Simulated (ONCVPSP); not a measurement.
## La (Z = 57): one change to an ONCV potential, before and after

```
Element                 : lanthanum (La)
Generator               : ONCVPSP 4.0.1
Type                    : optimised norm-conserving Vanderbilt (ONCV)
Functional              : PBE
Relativity              : fully relativistic
Frozen core             : [Kr] 4d10
Valence charge          : 11
Reference configuration : 5s2 5p6 5d1 6s2
Partial waves           : 5s+6s: rc 3.00 bohr, ncon 5, nbas 8, qcut 3.3 1/bohr, 2 projectors; 5p: rc 1.90 bohr, ncon 4, nbas 9, qcut 4.6 1/bohr, 1 projector; 5d: rc 3.85 bohr, ncon 5, nbas 9, qcut 3.4 1/bohr, 1 projector; f scattering state at 0.02 Ha: rc 4.20 bohr, ncon 3, nbas 8, qcut 2.9 1/bohr, 2 projectors, debl 2 Ha
Local potential         : polynomial inside 1.50 bohr (lpopt 5, dvloc0 1 Ha)
Core correction         : polynomial model core, fcfact 0.25
```

Open shells are filled in proportion to 2j + 1.

In the f channel the program set the typed energies aside and used -0.155, 1.845 Ha (j = l + 1/2; the other j can differ).

All-electron outer shells of the reference configuration (PBE, scalar-relativistic, ld1.x):

```
shell  level (eV)  outermost node (bohr)  outermost maximum (bohr)
   5s      -38.92                   0.77                      1.41
   5p      -22.40                   0.83                      1.58
   6s       -3.68                   1.86                      3.84
   5d       -3.09                   0.95                      2.21
```

Change: p: qcut 5.

Cutoffs: the cutoffs (Ha) at which the residual kinetic energy of the hardest occupied pseudo-wave falls to 1 and 0.1 mHa per electron; they do not see the model core or the augmentation charge, which bear on the density cutoff. Errors are all-electron minus pseudo energies relative to the spin-unpolarised reference configuration.

Question: Predict the effect on cutoff, ghosts and configuration errors.

Answer: The potential gets softer (12 Ha and 67 Ha → 12 Ha and 47 Ha); the errors of the 4 common tests hardly move; neither file shows a bound ghost.

| quantity | base | changed |
| --- | --- | --- |
| cutoff, loose | 12 Ha | 12 Ha |
| cutoff, tight | 67 Ha | 47 Ha |
| loose cutoff by channel | s 4.1 Ha, p 12 Ha, d 4.7 Ha | s 4.1 Ha, p 12 Ha, d 4.7 Ha |
| bound ghosts | none | none |
| GHOST(+) flags under 300 eV | s at 20.5 eV, f7/2 at 58.7 eV, f5/2 at 58.8 eV | s at 20.5 eV, f7/2 at 58.7 eV, f5/2 at 58.8 eV |
| error for 5s2 5p6 5d1 6s1, meV [ΔE 5.97 eV] | -1.5 | -1.6 |
| error for 5s2 5p6 5d1 6s0, meV [ΔE 16.85 eV] | -13 | -13 |
| error for 5s2 5p6 5d0 6s0, meV [ΔE 35.79 eV] | +37 | +36 |
| error for 4f1 5s2 5p6 5d0 6s1, meV [ΔE 6.27 eV] | +1910 | +1910 |
| s: phases at 3.05 bohr within 0.05 rad from the reference energy up to (Ha; the scan ends near 5) | 0.7 | 0.7 |
| p3/2: phases at 1.93 bohr within 0.05 rad from the reference energy up to (Ha; the scan ends near 5) | 0.7 | 0.8 |
| p1/2: phases at 1.93 bohr within 0.05 rad from the reference energy up to (Ha; the scan ends near 5) | 0.7 | 0.8 |
| d5/2: phases at 3.90 bohr within 0.05 rad from the reference energy up to (Ha; the scan ends near 5) | 0.4 | 0.4 |
| d3/2: phases at 3.90 bohr within 0.05 rad from the reference energy up to (Ha; the scan ends near 5) | 0.4 | 0.4 |
| f7/2: phases at 4.27 bohr within 0.05 rad from the reference energy up to (Ha; the scan ends near 5) | n/a | n/a |
| f5/2: phases at 4.27 bohr within 0.05 rad from the reference energy up to (Ha; the scan ends near 5) | n/a | n/a |
| rms error of d²Exc/dni dnj with the model core, mHa | 2.43 | 2.46 |

Base: These tests converged, but a pseudo level misses the all-electron one widely, so the file describes the atom poorly there or has found another state: 4f1 5s2 5p6 5d0 6s1: 4f by 4.5 eV. Changed file: These tests converged, but a pseudo level misses the all-electron one widely, so the file describes the atom poorly there or has found another state: 4f1 5s2 5p6 5d0 6s1: 4f by 4.5 eV.
